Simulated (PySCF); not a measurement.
# Distorted geometries of [Re(OH)6]+

[Re(OH)6]+ (singlet). PySCF 2.14.0, RKS TPSS, Re def2-SVP with ECP60, O def2-SVP, H def2-SVP; non-relativistic Hamiltonian with scalar-relativistic core potentials where named; density fitting; no spin-orbit coupling. Relaxed geometry:

```xyz
13

Re   -0.1398   -0.1227   -0.1210
O     0.3131   -0.3770    1.7207
H     0.3843    0.4120    2.2995
O    -0.1153   -0.0901   -1.9782
H     0.6304   -0.1083   -2.6174
O     1.7263    0.1833   -0.4175
H     2.3329    0.1547    0.3531
O    -0.2640    1.7417    0.2886
H     0.5555    2.2809    0.2700
O    -1.9870    0.0538   -0.0328
H    -2.5677    0.8461   -0.0101
O    -0.1967   -1.9772   -0.0385
H    -0.1913   -2.5987    0.7223
```

Q: Order these distorted geometries by energy above the relaxed one, lowest first.
A.
```xyz
13

Re   -0.3350   -0.0408   -0.0466
O     0.3077   -0.5991    1.9307
H     0.7718    0.6160    2.2130
O    -0.1821   -0.2274   -1.8966
H     0.4792    0.0763   -2.6410
O     1.7713    0.2889   -0.3836
H     2.1020    0.1819    0.3576
O    -0.1119    1.8287    0.0188
H     0.7832    1.7727    0.1537
O    -2.0682   -0.0305    0.0673
H    -2.3085    0.9082    0.1337
O    -0.3224   -1.8327   -0.1369
H    -0.4065   -2.5434    0.6687
```
B.
```xyz
13

Re   -0.1556   -0.1076   -0.1111
O     0.4389   -0.3941    1.7087
H     0.3059    0.4565    2.3115
O    -0.1313   -0.0990   -1.9442
H     0.6967   -0.1022   -2.6020
O     1.7443    0.1561   -0.4225
H     2.3247    0.1800    0.3465
O    -0.2486    1.7617    0.2893
H     0.5457    2.2591    0.2793
O    -1.9818    0.0131   -0.0604
H    -2.6011    0.8920   -0.0450
O    -0.2101   -2.0122   -0.0383
H    -0.2470   -2.6046    0.7267
```
C.
```xyz
13

Re   -0.1629   -0.1179   -0.0951
O     0.2908   -0.3380    1.7158
H     0.3276    0.3941    2.2585
O    -0.1094   -0.1173   -2.0054
H     0.6303   -0.1027   -2.6363
O     1.7897    0.2082   -0.4144
H     2.3264    0.0893    0.3416
O    -0.2370    1.7321    0.3318
H     0.5728    2.3189    0.2675
O    -1.9838    0.0523   -0.0042
H    -2.6359    0.8580   -0.0356
O    -0.1439   -1.9538   -0.0264
H    -0.1840   -2.6245    0.7408
```

A: C (0.47 eV), B (0.55 eV), A (5.81 eV).

Q: Which forces (eV/Å) act in the one that lies 0.47 eV up?

A: 
```
Re   2.46  0.70 -2.27
O   -0.02 -3.56 -1.72
H    0.23  3.33  2.43
O   -0.56  0.23  1.72
H    0.43 -0.03 -0.21
O   -3.06 -0.03 -1.89
H    1.47 -0.25  2.10
O    0.44  0.89 -0.26
H   -0.65 -0.65  0.09
O   -1.93  1.59 -0.15
H    1.32 -1.60  0.08
O   -0.29 -1.62  1.21
H    0.16  0.99 -1.14
```
Forces carry noise of the integration grid, about 0.01 to 0.03 eV/Å.

No frequency check is given that shows the relaxed geometry to be a minimum.
